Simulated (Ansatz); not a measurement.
Program: Ansatz. Geometries: PBE0-D4/def2-TZVP. ΔE: electronic, gas phase. CBS: MP2 limit from def2 TZ/QZ plus the TZ coupled-cluster correction, frozen cores. This one scheme is used for every species. DFT in def2-TZVPP. Elements past krypton have def2 core potentials. For Te outer-core shells are correlated without core-valence functions, which leaves a few kJ/mol of doubt a bond.

Reaction (formal exchange of groups at a Te–C bond): `FC(Cl)[TeH]` + BH₃ → `B[TeH]` + `FCCl`

| species | r2SCAN0 energy (Eh) |
| --- | --- |
| `FC(Cl)[TeH]` | -867.38324 |
| BH₃ | -26.58748 |
| `B[TeH]` | -294.72792 |
| `FCCl` | -599.29942 |

**Question.** Work out ΔE.

**Answer.** ΔE = (-294.72792) + (-599.29942) − (-867.38324) − (-26.58748) = -0.05662 Eh = -148.7 kJ/mol. CCSD(T)/CBS gives -138.3 kJ/mol.

**Question.** What do rigid-rotor, harmonic-oscillator terms from PBE0-D4/def2-TZVP frequencies (298.15 K, 1 bar) make of the CCSD(T)/CBS value? (Estimate.)

**Answer.** Ansatz gave: ΔZPE = +13.9 kJ/mol, ΔH = -128.1 kJ/mol, ΔS = 13 J/(mol·K), ΔG = -131.9 kJ/mol.

Largest T1 diagnostic among the species: 0.015.

From r2SCAN to r2SCAN0 (25 % exact exchange), in def2-TZVPP and without D4, ΔE moves by −3.1 kJ/mol. Leaving LDA and LC-ωPBE aside and taking each functional with its dispersion term where it has one, the values, not all of them listed here, spread over 17.5 kJ/mol, from PBE-QIDH to BLYP-D4. LDA lies −5.4 kJ/mol from PBE without D4. The D4 term adds +6.4 kJ/mol with B3LYP and +3.3 kJ/mol with PBE0; it sums over pairs of atoms, weighted by their polarisabilities, and B3LYP, whose exchange is more repulsive, gets the larger term.

B3LYP here is the variant with VWN-RPA as its local correlation; programs differ in this.
